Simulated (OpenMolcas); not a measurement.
**Pd7+: the spin-orbit constant, worked from levels**

* Program: OpenMolcas 26.06
* Basis: ANO-RCC-VTZP [7s6p4d2f1g]
* Scalar Hamiltonian: DKH2, point nucleus
* Active space: 3 electrons in 5 orbitals (4d)
* State averaging: 2S+1 = 4 even, 10 roots; 2S+1 = 2 even, 40 roots
* Spin-orbit coupling: RASSI with atomic mean-field integrals over the reference wave functions, term energies averaged over their components

Methods: CASSCF; MS-CASPT2, IPEA 0.25 Eh, imaginary shift 0.1 Eh (closed shells correlated: 4s 4p).

**The spin-orbit constant.** For the Hund term ⁴F of d3, E(J) = (A/2) J(J+1) + constant and ζ = 2S·A = 3A. From J = 3/2 to J = 9/2 the energy changes by 10.5 A.

```
   Source  E(9/2) - E(3/2)      A     ζ
   CASSCF           8187.2  779.7  2339
MS-CASPT2           8187.4  779.8  2339
```

All in cm-1. Both methods take the spin-orbit matrix elements from the reference wave functions, so the second can move ζ only through the term energies and any multistate remixing. Second-order mixing with other terms is absorbed into this ζ.

CASPT2 does not keep the components of a term degenerate, so their means are used; among the terms shown or strongly mixed into the levels shown the widest spread is 710 cm-1 (4d³ ⁴F, MS-CASPT2). Without dynamic correlation excited terms often stand tens of per cent too high (terms of higher spin than the ground term too low), and those without a measured partner can miss by more than the paired ones (holds for CASSCF). Only configurations of the active space appear.
